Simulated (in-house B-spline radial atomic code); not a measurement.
**LDA VWN5 excitations of Ag+**

Method: LDA VWN5. Computed with a B-spline radial code for spherical atoms: linear response of the closed shell [Kr] 4d10 with the functional's adiabatic kernel; scalar-relativistic (spin-free one-electron X2C), finite nucleus, no spin-orbit coupling, no double excitations, S, P, D and F terms only; shells from n = 2 respond. Only terms of natural parity with L up to 3 were computed.

Command:
```bash
python run_td.py task.json out
```
Settings (radii: box in bohr, nucleus in fm):
```
Z                        47
electrons                46
configuration            [Kr] 4d10
hamiltonian              x2c
method                   lda,vwn
box_radius               3.5
wall_radius              3.5
rms_radius               4.5454
intervals                64
```

Cost of the run: 2.1 s on 1 thread of Arm Neoverse N1 (shared host).

Confined states, up to the first strongly mixed one, which can leave gaps near the end. Labels give the largest channel, * marks a mixed state, and oscillator strengths are full-response dipole values. Semilocal kernels can invert the small singlet-triplet splittings of Rydberg terms. Energies in eV:

```json
{"state": "4d → 5s 3D", "full response": "8.859", "Tamm-Dancoff": "8.883", "oscillator strength": "-"}
{"state": "4d → 5s 1D", "full response": "9.818", "Tamm-Dancoff": "9.861", "oscillator strength": "-"}
{"state": "4d → 5p 3P", "full response": "18.799", "Tamm-Dancoff": "18.838", "oscillator strength": "-"}
{"state": "4d → 5p 3F", "full response": "19.115", "Tamm-Dancoff": "19.132", "oscillator strength": "-"}
{"state": "4d → 5p 1F", "full response": "?", "Tamm-Dancoff": "?", "oscillator strength": "-"}
{"state": "4d → 5p 1P", "full response": "21.142", "Tamm-Dancoff": "21.329", "oscillator strength": "1.01"}
{"state": "4d → 4f 3P", "full response": "?", "Tamm-Dancoff": "?", "oscillator strength": "-"}
{"state": "4d → 4f 3F", "full response": "37.80", "Tamm-Dancoff": "37.82", "oscillator strength": "-"}
{"state": "4d → 5d 3S", "full response": "37.78", "Tamm-Dancoff": "37.84", "oscillator strength": "-"}
{"state": "4d → 4f 1F", "full response": "39.03", "Tamm-Dancoff": "39.06", "oscillator strength": "-"}
```

Question: Where does 4d → 5p 1F lie?

Answer: At 19.728 eV in full response, 19.733 eV in Tamm-Dancoff.

Question: Where does 4d → 4f 3P lie?

Answer: At 37.06 eV in full response, 37.10 eV in Tamm-Dancoff.

Question: How large is the singlet-triplet splitting of 4d → 5s (D terms) in Tamm-Dancoff?

Answer: 0.979 eV, from the unrounded values.

Question: What polarisabilities and dispersion coefficient does the method give?

Answer: Dipole 5.353 bohr³, quadrupole 18.65 bohr⁵, C6 30.62 hartree·bohr⁶ for two such species.
